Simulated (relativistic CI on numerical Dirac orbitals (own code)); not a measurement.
# Fe⁴⁺: resonant inelastic scattering at the L2,3 edge

Computed with this model: Dirac-Coulomb-Breit CI, orbitals from a KLI potential per configuration, QED by a radiative potential, valence Slater integrals scaled by 0.9, Kramers-Heisenberg scattering through one core-hole configuration in a parametric crystal field; configurations [Ar] 3d4 → [He] 2s2 2p5 3s2 3p6 3d5; 300 K; core-hole width 0.4 eV; summed over polarisations. Incident energies are the highest absorption maxima for each field (at most a few, so the weaker spin-orbit partner edge can be absent), on the computed scale of the free ion. Intensities are in per cent of the strongest line above 0.02 eV; levels within 1 cm⁻¹ are merged; final levels count from the ground level, the first row holds all elastic scattering, lines under 0.4 are left out and each table stops after 24 rows. The scale of the Slater integrals is a model choice and moves the terms in proportion.

Field parameters in Wybourne normalisation: Oh B⁴₀ = 21Dq, B⁴₄ = √(5/14) B⁴₀. The field is a parameter set, without covalency.

S is read from ⟨S²⟩ = S(S + 1).

Oh, 10Dq = 34950 cm⁻¹:

```csv
Final level (eV),Degeneracy,Irrep,S,716.8 eV,718.8 eV,729.4 eV
0.000,1,A1,1.02,176.2,210.9,180.8
0.038,3,T1,1.01,6.9,7.4,46.4
0.100,2,E,1.01,8.5,24.3,100.0
0.102,3,T2,1.00,16.1,11.6,59.5
0.797,1,A2,2.00,1.6,0.9,1.0
0.799,3,T2,2.00,52.8,14.4,11.8
0.802,2,E,1.99,28.9,29.9,5.4
0.804,3,T1,1.99,18.3,5.3,17.5
0.805,1,A1,1.99,8.2,4.1,13.5
1.782,3,T2,0.01,3.1,23.2,10.7
2.015,2,E,0.01,1.7,7.3,8.1
3.607,1,A1,0.04,0.8,21.4,22.7
3.894,3,T1,1.00,12.2,30.3,67.5
3.897,3,T2,1.00,21.7,28.1,63.3
3.990,1,A1,0.99,4.8,19.5,17.3
4.012,3,T1,1.00,40.9,13.8,7.9
4.071,2,E,1.00,15.3,2.9,7.3
4.072,3,T2,1.00,3.6,3.6,7.7
4.184,2,E,1.01,3.0,4.0,29.5
4.185,3,T1,1.01,8.1,3.5,32.0
4.225,3,T2,1.00,9.3,22.5,16.7
4.248,1,A2,1.00,0.8,0.7,0.1
4.513,3,T1,1.00,12.0,3.4,33.8
4.663,3,T2,1.03,8.0,13.2,11.2
```

Oh, 10Dq = 13650 cm⁻¹:

```
Final level (eV)  Degeneracy  Irrep     S  715.9 eV  716.8 eV  718 eV
           0.000           1     A1  2.00    1219.2     519.1   591.2
           0.003           3     T1  2.00     317.6      87.9   175.5
           0.005           2      E  2.00      46.0      54.7    72.1
           0.007           3     T2  2.00     157.3     103.2    36.4
           0.009           1     A2  2.00      54.2      27.9    13.2
           1.669           1     A1  1.99      11.2      16.1    53.8
           1.669           3     T1  2.00      51.3      43.5   100.0
           1.670           3     T2  2.00      52.8      78.0    57.4
           1.714           5   E+T1  2.00      18.9      59.9    46.3
           1.722           1     A1  1.01       9.8      15.5    37.3
           1.742           3     T2  2.00      17.5      24.1    15.7
           1.752           3     T1  1.00      20.2      36.7    30.8
           1.795           3     T2  1.00       9.4      24.2    22.2
           1.798           2      E  1.00       6.3      19.9    35.3
           3.065           3     T2  0.98       5.1       7.6    13.8
           3.072           3     T1  1.00       3.1       7.1     8.6
           3.168           1     A1  1.00       4.7       5.3    10.6
           3.207           3     T1  1.00       8.6      11.6    10.0
           3.241           3     T2  0.79       4.5       9.2    10.0
           3.271           2      E  0.96       5.7      10.1     4.1
           3.320           2      E  0.94       3.6      13.9    15.5
           3.337           3     T2  0.82       5.3       9.4     4.0
           3.350           3     T1  1.00       5.8       7.6    12.1
           3.395           1     A2  1.00       1.1       1.4     1.5
```

Oh, 10Dq = 24500 cm⁻¹:

| Final level (eV) | Degeneracy | Irrep | S | 713.8 eV | 716.9 eV | 718.5 eV |
| --- | --- | --- | --- | --- | --- | --- |
| 0.000 | 1 | A1 | 1.97 | 490.1 | 1201.8 | 434.5 |
| 0.006 | 3 | T1 | 1.98 | 61.6 | 172.2 | 161.4 |
| 0.012 | 2 | E | 1.99 | 48.9 | 134.3 | 85.7 |
| 0.016 | 3 | T2 | 1.99 | 41.7 | 181.5 | 86.3 |
| 0.020 | 1 | A2 | 2.00 | 13.8 | 100.0 | 5.1 |
| 0.493 | 1 | A1 | 1.05 | 6.7 | 13.0 | 32.4 |
| 0.522 | 3 | T1 | 1.03 | 19.7 | 63.8 | 20.2 |
| 0.569 | 3 | T2 | 1.01 | 13.1 | 43.6 | 31.2 |
| 0.574 | 2 | E | 1.02 | 11.3 | 34.9 | 17.3 |
| 2.182 | 3 | T2 | 0.02 | 3.2 | 8.9 | 7.7 |
| 2.407 | 2 | E | 0.02 | 4.0 | 6.0 | 7.4 |
| 2.999 | 1 | A1 | 1.90 | 2.0 | 10.4 | 40.3 |
| 3.009 | 3 | T1 | 1.94 | 4.0 | 21.4 | 84.0 |
| 3.018 | 3 | T2 | 1.97 | 3.2 | 39.9 | 87.5 |
| 3.052 | 2 | E | 1.95 | 4.3 | 12.5 | 23.3 |
| 3.054 | 3 | T1 | 1.94 | 3.9 | 20.2 | 11.9 |
| 3.086 | 3 | T2 | 1.96 | 0.9 | 7.2 | 6.9 |
| 3.107 | 3 | T1 | 1.03 | 5.2 | 13.0 | 18.5 |
| 3.111 | 3 | T2 | 1.02 | 1.6 | 14.7 | 21.0 |
| 3.222 | 1 | A1 | 1.15 | 0.7 | 8.2 | 7.4 |
| 3.249 | 3 | T1 | 1.10 | 2.8 | 25.8 | 9.8 |
| 3.300 | 2 | E | 1.03 | 4.6 | 8.8 | 6.7 |
| 3.304 | 3 | T2 | 1.04 | 3.2 | 13.1 | 5.7 |
| 3.413 | 3 | T1 | 1.06 | 10.3 | 8.4 | 5.7 |

For the first field the strongest loss at the lowest incident energy is the level at 0.80 eV (S = 2.00, against 1.01 in the thermal ground state). Levels of other spin, the first over 8 % at 0.80 eV, appear because spin-orbit coupling of the core hole, and in heavier ions of the valence shell too, mixes spins.
